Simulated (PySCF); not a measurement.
# How methods differ on the ionisation energy of Fe(2+)

Fe(2+) [Ar] 3d6 (5D) → Fe(3+) [Ar] 3d5 (6S), as a difference of total energies. Computed with PySCF 2.14 in cc-pVTZ-DK (7s6p4d2f1g, 68 functions), with scalar relativity by spin-free X2C-1e. Correlated levels: valence: [Ar] frozen. The calculations carry no spin-orbit coupling.

| method | ionisation energy (eV) |
| --- | --- |
| UHF | 28.312 |
| M06-L | 30.311 |
| LDA | 31.679 |
| MP2 (valence) | 29.891 |
| SCS-MP2 (valence) | 30.078 |

Problem. How much does correlation contribute at MP2 (valence)?

Solution. 29.891 − (28.312) = 1.579 eV, measured against UHF.

The reference lies between the lowest fine-structure levels, while these numbers refer to the centres of the terms.

Errors of the correlated levels include the incompleteness of this basis and the frozen core.

For comparison: 30.651 ± 0.012 eV (measured; NIST Atomic Spectra Database, ionization energies).
